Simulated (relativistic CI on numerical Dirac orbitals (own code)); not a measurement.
# B2+: calculation against measurement

Calculated at this level of theory: Dirac-Coulomb-Breit CI, separate exchange-only KLI orbitals for each configuration, model QED, valence Slater integrals scaled by 0.85, P86 correlation energy added to each configuration (own radial code, finite nucleus).

Configuration list (outside the closed core 1s2): 2s, 2p, 3s, 3p, 3d, 4s, 4p, 4f, 4d, 5s, 5p, 5g, 5f, 5d. Levels of other configurations are missing.

| Configuration | Term (tabulated) | J | Measured (cm⁻¹) | Computed | Error | Purity (%) |
| --- | --- | --- | --- | --- | --- | --- |
| 2s | 2S | 1/2 | 0.0 | 0 | 0 | 100 |
| 2p | 2P° | 1/2 | 48358.5 | 49664 | 1305 | 100 |
| 2p | 2P° | 3/2 | 48392.6 | 49694 | 1301 | 100 |
| 3s | 2S | 1/2 | 180201.8 | 180590 | 388 | 100 |
| 3p | 2P° | 1/2 | 192949.2 | 193538 | 588 | 100 |
| 3p | 2P° | 3/2 | 192959.4 | 193546 | 586 | 100 |
| 3d | 2D | 5/2 | 196071.2 | 195038 | -1033 | 100 |
| 4s | 2S | 1/2 | 237695.5 | 238241 | 545 | 100 |
| 4d | 2D | 5/2 | 244138.9 | 244296 | 157 | 100 |
| 5s | 2S | 1/2 | 263156.2 | 264025 | 868 | 100 |
| 5p | 2P° | 3/2 | 265719.7 | 266677 | 958 | 100 |

Measured levels from Moore, Atomic Energy Levels, vol. I, NSRDS-NBS 35 (1971 reprint of NBS Circular 467, 1949); pairs were made by configuration, J and term (by order where the table uses no LS term), so strongly mixed levels may be paired wrongly. The analysis dates from before 1960.

Mean error by configuration (cm⁻¹): 2p 1303; 3s 388; 3p 587; 3d -1033; 4s 545; 4d 157; 5s 868; 5p 958. Over the excited levels the mean absolute error is 773 cm⁻¹ (10 of the 10 excited levels that our extract of the source holds in range could be paired), and the median relative error of those above 1,000 cm⁻¹ is 0.32 %.
